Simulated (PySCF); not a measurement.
CHNO, charge -1, doublet, at a GFN2-xTB geometry (a state made from the parent by changing its charge; the spin is typed, not shown lowest) (in this run its highest filled SCF level lies above zero, so its values depend strongly on the basis, on diffuse functions most of all); BLYP/def2-SV(P) (PySCF).

The PySCF input:
```python
from pyscf import gto, scf, dft

mol = gto.Mole()
mol.atom = '''
    N    -1.10932296    0.26809662    0.17063078
    C     0.07399388   -0.27621871    0.20499431
    O     1.13555407   -0.00065511   -0.40397735
    H    -1.76313503   -0.21412318    0.80743747
'''
mol.basis = 'def2-sv(p)'
mol.charge = -1
mol.spin = 1
mol.verbose = 4
mol.build()

mf = dft.UKS(mol)
mf.xc = 'blyp'
mf.kernel()
mf.analyze()
```

What the program printed (banner, timings and long lists left out):

```
PySCF version 2.14.0

[INPUT] verbose = 4
[INPUT] num. atoms = 4
[INPUT] num. electrons = 23
[INPUT] charge = -1
[INPUT] spin (= nelec alpha-beta = 2S) = 1
[INPUT] symmetry False subgroup None
[INPUT] Mole.unit = angstrom
[INPUT] Symbol           X                Y                Z      unit          X                Y                Z       unit  Magmom
[INPUT]  1 N     -1.109322960000   0.268096620000   0.170630780000 AA   -2.096316578092   0.506629186722   0.322445442621 Bohr   0.0
[INPUT]  2 C      0.073993880000  -0.276218710000   0.204994310000 AA    0.139828168094  -0.521977712381   0.387383102994 Bohr   0.0
[INPUT]  3 O      1.135554070000  -0.000655110000  -0.403977350000 AA    2.145886191935  -0.001237978481  -0.763406552028 Bohr   0.0
[INPUT]  4 H     -1.763135030000  -0.214123180000   0.807437470000 AA   -3.331842327327  -0.404634167121   1.525835681012 Bohr   0.0

nuclear repulsion = 56.5832850698499
number of shells = 20
number of NR pGTOs = 76
number of NR cGTOs = 44
basis = def2-sv(p)
ecp = {}

******** <class 'pyscf.dft.uks.UKS'> ********
method = UKS
initial guess = minao
damping factor = 0
level_shift factor = 0
DIIS = <class 'pyscf.scf.diis.CDIIS'>
diis_start_cycle = 1
diis_space = 8
diis_damp = 0
SCF conv_tol = 1e-09
SCF conv_tol_grad = None
SCF max_cycles = 50
direct_scf = True
direct_scf_tol = 1e-13
number electrons alpha = 12  beta = 11
XC library pyscf.dft.libxc version 7.1.2
    S. Lehtola, C. Steigemann, M. J. T. Oliveira, and M. A. L. Marques,  SoftwareX 7, 1–5 (2018)
XC functionals = blyp
    A. D. Becke,  Phys. Rev. A 38, 3098 (1988)
    C. Lee, W. Yang, and R. G. Parr,  Phys. Rev. B 37, 785 (1988)
    B. Miehlich, A. Savin, H. Stoll, and H. Preuss,  Chem. Phys. Lett. 157, 200 (1989)
radial grids:
    Treutler-Ahlrichs [JCP 102, 346 (1995); DOI:10.1063/1.469408] (M4) radial grids

becke partition: Becke, JCP 88, 2547 (1988); DOI:10.1063/1.454033
pruning grids: <function nwchem_prune>
grids dens level: 3
symmetrized grids: False
atomic radii adjust function: <function treutler_atomic_radii_adjust>
small_rho_cutoff = 0
Set gradient conv threshold to 3.16228e-05
tot grids = 51912
init E= -168.693731613805

cycle= 1 E= -168.288125675943  delta_E= 0.406  |g|= 0.667  |ddm|= 1.78
cycle= 2 E= -166.302562589266  delta_E= 1.99  |g|= 1.98  |ddm|= 5.22
cycle= 3 E= -168.233273005542  delta_E= -1.93  |g|= 0.677  |ddm|= 5.12
cycle= 4 E= -168.45576747312  delta_E= -0.222  |g|= 0.175  |ddm|= 0.809
cycle= 5 E= -168.467464553507  delta_E= -0.0117  |g|= 0.0814  |ddm|= 0.253
cycle= 6 E= -168.470614653798  delta_E= -0.00315  |g|= 0.0193  |ddm|= 0.121
cycle= 7 E= -168.470873148489  delta_E= -0.000258  |g|= 0.00314  |ddm|= 0.0429
cycle= 8 E= -168.470877530342  delta_E= -4.38e-06  |g|= 0.000575  |ddm|= 0.00573
cycle= 9 E= -168.470877731251  delta_E= -2.01e-07  |g|= 0.000175  |ddm|= 0.000998
cycle= 10 E= -168.470877753813  delta_E= -2.26e-08  |g|= 2.67e-05  |ddm|= 0.000364
cycle= 11 E= -168.470877754542  delta_E= -7.29e-10  |g|= 9.84e-06  |ddm|= 6.35e-05
Extra cycle  E= -168.470877754429  delta_E= 1.13e-10  |g|= 1.94e-05  |ddm|= 2.8e-05
converged SCF energy = -168.470877754429  <S^2> = 0.7514954  2S+1 = 2.0014948
**** SCF Summaries ****
Total Energy =                        -168.470877754428614
Nuclear Repulsion Energy =              56.583285069849929
One-electron Energy =                 -348.070043594458923
Two-electron Energy =                  123.015880770180388
Two-electron Coulomb Energy =          144.478684869497698
DFT Exchange-Correlation Energy =      -21.462804099317317
**** MO energy ****
                             alpha | beta                alpha | beta
MO #1   energy= -18.4935058196563  | -18.487183225325   occ= 1 | 1
MO #2   energy= -13.72336395782    | -13.7200533076829  occ= 1 | 1
MO #3   energy= -9.71139188553698  | -9.70426362031721  occ= 1 | 1
MO #4   energy= -0.633913455724409 | -0.621669149457238 occ= 1 | 1
MO #5   energy= -0.499526866975752 | -0.489338125070296 occ= 1 | 1
MO #6   energy= -0.209080507789266 | -0.201457910080963 occ= 1 | 1
MO #7   energy= -0.11908500369848  | -0.102219853612348 occ= 1 | 1
MO #8   energy= -0.0667067352271512 | -0.0587271978546635 occ= 1 | 1
MO #9   energy= -0.0665712539657174 | -0.0408616146981551 occ= 1 | 1
MO #10  energy= 0.0213781276435272 | 0.0388614859569496 occ= 1 | 1
MO #11  energy= 0.0623252331452724 | 0.0662853938510839 occ= 1 | 1
MO #12  energy= 0.155166582394999  | 0.20307911419328   occ= 1 | 0
MO #13  energy= 0.264289738529933  | 0.266387961806105  occ= 0 | 0
MO #14  energy= 0.291451605943622  | 0.306458103712647  occ= 0 | 0
MO #15  energy= 0.481579223229351  | 0.490161619742433  occ= 0 | 0
MO #16  energy= 0.585158753581279  | 0.598291572521874  occ= 0 | 0
MO #17  energy= 0.644097918710837  | 0.675001793194197  occ= 0 | 0
MO #18  energy= 0.700435489938365  | 0.711555784200185  occ= 0 | 0
MO #19  energy= 0.749521475067448  | 0.764454350646293  occ= 0 | 0
MO #20  energy= 0.756926172171289  | 0.770759085661832  occ= 0 | 0

To work with the spin densities directly, `use mulliken_meta_spin()` only printing them here.

 ** Mulliken spin pop alpha/beta on meta-lowdin orthogonal AOs **
 ** Mulliken Spin Density (per AO)  **
spin_pop of  0 N 1s       -0.00000
spin_pop of  0 N 2s       -0.00012
spin_pop of  0 N 3s        0.00291
spin_pop of  0 N 2px       0.03297
spin_pop of  0 N 2py       0.08952
spin_pop of  0 N 2pz       0.02945
spin_pop of  0 N 3px       0.00014
spin_pop of  0 N 3py       0.00190
spin_pop of  0 N 3pz       0.00136
spin_pop of  0 N 3dxy     -0.00001
spin_pop of  0 N 3dyz      0.00014
spin_pop of  0 N 3dz^2     0.00008
spin_pop of  0 N 3dxz      0.00001
spin_pop of  0 N 3dx2-y2    0.00009
spin_pop of  1 C 1s       -0.00000
spin_pop of  1 C 2s        0.18196
spin_pop of  1 C 3s        0.04260
spin_pop of  1 C 2px       0.00310
spin_pop of  1 C 2py       0.22233
spin_pop of  1 C 2pz       0.14066
spin_pop of  1 C 3px      -0.00007
spin_pop of  1 C 3py       0.00026
spin_pop of  1 C 3pz       0.00040
spin_pop of  1 C 3dxy      0.00018
spin_pop of  1 C 3dyz     -0.00024
spin_pop of  1 C 3dz^2     0.00021
spin_pop of  1 C 3dxz      0.00004
spin_pop of  1 C 3dx2-y2    0.00080
spin_pop of  2 O 1s       -0.00000
spin_pop of  2 O 2s        0.00427
spin_pop of  2 O 3s        0.00029
spin_pop of  2 O 2px       0.00533
spin_pop of  2 O 2py       0.15015
spin_pop of  2 O 2pz       0.08547
spin_pop of  2 O 3px       0.00025
spin_pop of  2 O 3py       0.00158
spin_pop of  2 O 3pz       0.00081
spin_pop of  2 O 3dxy      0.00002
spin_pop of  2 O 3dyz      0.00003
spin_pop of  2 O 3dz^2    -0.00000
spin_pop of  2 O 3dxz      0.00015
spin_pop of  2 O 3dx2-y2    0.00001
spin_pop of  3 H 1s       -0.00483
spin_pop of  3 H 2s        0.00581
 ** Mulliken Spin Density (per atom)  **
spin density of  0 N =      0.15842
spin density of  1 C =      0.59224
spin density of  2 O =      0.24836
spin density of  3 H =      0.00098
 ** Mulliken pop alpha/beta on meta-lowdin orthogonal AOs **
 ** Mulliken pop       alpha | beta **
In total            12.00000 | 11.00000
 ** Mulliken atomic charges   ( Nelec_alpha | Nelec_beta ) **
charge of  0N =     -0.56422  (     3.86132      3.70290 )
charge of  1C =     -0.02329  (     3.30776      2.71553 )
charge of  2O =     -0.52956  (     4.38896      4.14060 )
charge of  3H =      0.11707  (     0.44196      0.44097 )

WARN: System has nonzero charge -1; the dipole moment is origin-dependent.
Location of origin: [0. 0. 0.]

Dipole moment(X, Y, Z, Debye): -0.73920, -0.40028,  0.59859
```
